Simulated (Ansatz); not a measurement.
# A barrier at the coupled-cluster level

Start structure (AlNH₆O₂, closed shell), relaxed at PBE0-D4/def2-TZVP:

```json
{"atom": "Al1", "x (Å)": "-0.3663", "y (Å)": "-0.1878", "z (Å)": "-0.2704"}
{"atom": "N2", "x (Å)": "-0.3523", "y (Å)": "1.5424", "z (Å)": "-0.5847"}
{"atom": "O3", "x (Å)": "0.5406", "y (Å)": "-1.1801", "z (Å)": "-1.3040"}
{"atom": "O4", "x (Å)": "-1.3677", "y (Å)": "-0.7494", "z (Å)": "0.9776"}
{"atom": "H5", "x (Å)": "1.5687", "y (Å)": "0.4496", "z (Å)": "1.2287"}
{"atom": "H6", "x (Å)": "1.6483", "y (Å)": "-0.2714", "z (Å)": "1.4216"}
{"atom": "H7", "x (Å)": "-0.9097", "y (Å)": "2.2148", "z (Å)": "-0.0864"}
{"atom": "H8", "x (Å)": "0.1423", "y (Å)": "1.9779", "z (Å)": "-1.3442"}
{"atom": "H9", "x (Å)": "0.5813", "y (Å)": "-2.1316", "z (Å)": "-1.2571"}
{"atom": "H10", "x (Å)": "-1.4852", "y (Å)": "-1.6644", "z (Å)": "1.2189"}
```

The step: AlNH₄O₂ ([NH2][Al]([OH])[OH]) + H₂ → AlH₃O₂ ([OH][AlH][OH]) + NH₃ (still joined by a long Al–N bond); bonds formed: Al1–H6, N2–H5; bonds broken: H5–H6; bonds weakened to dative contacts: Al1–N2. Program: Ansatz 0.2.0. Basis: def2-TZVPP and def2-QZVPP. Cores are frozen in the correlated methods. Extrapolation: Hartree–Fock as exp(−7.88 √X), correlation as X^−2.97. Energies below are by CCSD(T) at an estimated basis limit (MP2 extrapolated from triple and quadruple zeta, plus CCSD(T) − MP2 in triple zeta).

Question: What are the electronic barrier and the energy of the step, from the start structure to the end structure? (Judge from chemistry; the value comes from the calculation.)

Answer: By the calculation: Barrier 91.6 kJ/mol; step energy -50.3 kJ/mol (downhill); reverse barrier, their difference, 141.8 kJ/mol. Barrier and step energy count from the start structure, the reverse barrier from the end structure.

The saddle point: One imaginary mode of 1242i cm⁻¹.
```json
{"pair": "Al1–H6", "start (Å)": "2.63", "saddle (Å)": "1.81", "end (Å)": "1.60"}
{"pair": "N2–H5", "start (Å)": "2.86", "saddle (Å)": "1.38", "end (Å)": "1.01"}
{"pair": "Al1–N2", "start (Å)": "1.76", "saddle (Å)": "1.87", "end (Å)": "2.02"}
{"pair": "H5–H6", "start (Å)": "0.75", "saddle (Å)": "1.02", "end (Å)": "3.04"}
```

Zero-point energy (harmonic, PBE0-D4): ZPE is 170.8 kJ/mol at the start and 175.7 kJ/mol at the saddle, so the barrier goes from 91.6 to 96.5 kJ/mol.

T1 diagnostic: at most 0.013. The end structure is not quite a true minimum (one mode of 58i cm⁻¹).

Labels in which every atom is bracketed show which atoms are joined, not bond orders.

For scale, one of the runs: CCSD(T)/def2-TZVPP, 219 basis functions, launched by `ansatz run in.yaml --threads 4 --pin off --events-out ev --progress --plain --max-ram 9574MiB`. The run took 76 s on 4 CPU threads of an Intel Xeon (shared host), with 3.4 GiB of host memory at its peak.
